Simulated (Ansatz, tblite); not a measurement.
Removing and adding an electron: Hf2O4 (the lowest singlet isomer of a short search). Total charge 0; singlet. Geometry: r2SCAN-D4/def2-SVP. Ansatz, gas phase; energy differences of separate SCF runs; the oxidised species was run as a doublet alone; the reduced species was run as a doublet alone.

```xyz
6

Hf    0.395   -1.220   -0.759
Hf   -0.395    1.220    0.759
O     0.504    0.748   -0.940
O    -0.503   -0.748    0.940
O    -0.871   -1.781   -1.884
O     0.870    1.781    1.884
```

In the def2 sets Hf takes a core potential; there is no spin–orbit coupling. The xTB rows come from tblite. The structure comes from a short search, and lower isomers may exist.

```
               level  −HOMO (eV)  vertical IE (eV)  −LUMO (eV)  vertical EA (eV)  HOMO–LUMO gap (eV)  IE − EA (eV)                       remarks
            GFN1-xTB       12.23             15.52        9.22              5.95                3.01          9.57                             –
            GFN2-xTB       11.66             14.86        8.60              5.83                3.07          9.03                             –
    PBE-D4/def2-TZVP        5.93              8.74        3.35                 –                2.59             –                             –
   PBE-D4/def2-TZVPD        6.01                 –        3.40              1.72                2.61             –  HOMO above zero (-1 doublet)
 r2SCAN-D4/def2-TZVP        6.17              8.79        2.93                 –                3.24             –                             –
r2SCAN-D4/def2-TZVPD        6.22                 –        2.95              1.69                3.26             –                             –
   PBE0-D4/def2-TZVP        7.32              9.10        2.71                 –                4.61             –                             –
  PBE0-D4/def2-TZVPD        7.37                 –        2.75              1.64                4.62             –                             –
```

Relaxing the oxidised species (r2SCAN-D4/def2-SVP) changes its energy by -0.05 eV at PBE-D4/def2-TZVP, so the adiabatic ionisation energy to this nearest minimum is 8.69 eV. At PBE0-D4/def2-TZVP it is 8.63 eV.     A HOMO above zero means that the electron is unbound at that level or that self-interaction error raises the level; the energy of removing that electron tells which. Raw xTB energy differences between charge states are shifted by several eV; the methods need an empirical correction for them.
